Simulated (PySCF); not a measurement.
CH4Cl2OSi, SMILES C[Si](O)(Cl)Cl. Atoms are numbered in the order given.

```xyz
9

C     -1.1204     1.7433     0.0000
Si     0.0965     0.3440     0.0000
O      1.6317     0.9834     0.0000
Cl    -0.1746    -0.8699    -1.6689
Cl    -0.1746    -0.8699     1.6689
H     -0.9766     2.3715     0.9014
H     -2.1559     1.3516     0.0000
H     -0.9766     2.3715    -0.9014
H      2.3617     0.3389     0.0000
```
Charge 0, spin multiplicity 1.

Geometry optimised at PBE-D3(BJ)/def2-SVP. Other conformers were not sampled.

Calculation: PBE0/def2-TZVP in PySCF.

Isolated molecule, no solvent.

- total energy: -1325.34460 hartree
- point group: Cs
- highest occupied level: -9.00 eV
- lowest empty level: 0.39 eV
- orbital gap: 9.39 eV
- dipole moment: 0.98 D
- quadrupole, principal values (traceless, Buckingham form, about the centre of nuclear charge): -4.63, -4.42, 9.05 D·Å
- mean static polarisability: 62.1 bohr³ (9.20 Å³)
- polarisability, principal values: 55.6, 63.5, 67.2 bohr³
